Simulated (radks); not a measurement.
Q: These are the eigenvalues of the occupied orbitals of an atom or ion with whole-number occupations (eV). All-electron calculation, Dirac Kohn-Sham, PBE, spin-unpolarised, spherical densities, finite nucleus; Fermi nuclear charge, rms radius of each element as measured or else 0.836 A^(1/3) + 0.57 fm. Program: a radial shooting solver on a logarithmic mesh with Libxc functionals.

orbital  eigenvalue
1s1/2     -8857.468
2s1/2     -1070.473
2p1/2     -938.7900
2p3/2     -918.2911
3s1/2     -123.2886
3p1/2      -82.5038
3p3/2      -79.9320
3d3/2      -13.8228
3d5/2      -13.5499

Which element is it, and in what charge state? The configuration may be excited. Open shells, if any, are shared by 2j + 1.

A: Z = 29, copper, charge +1: Cu+ in [Ar] 3d10. The list shows which subshells hold electrons but not how many an open one holds; the 1s level, -325.51 hartree, gives Z - s = 25.5 by -(Z - s)^2/2, which with screening and relativity narrows Z to a few neighbours, and the depths of the outer levels then fix element, charge and occupations together.
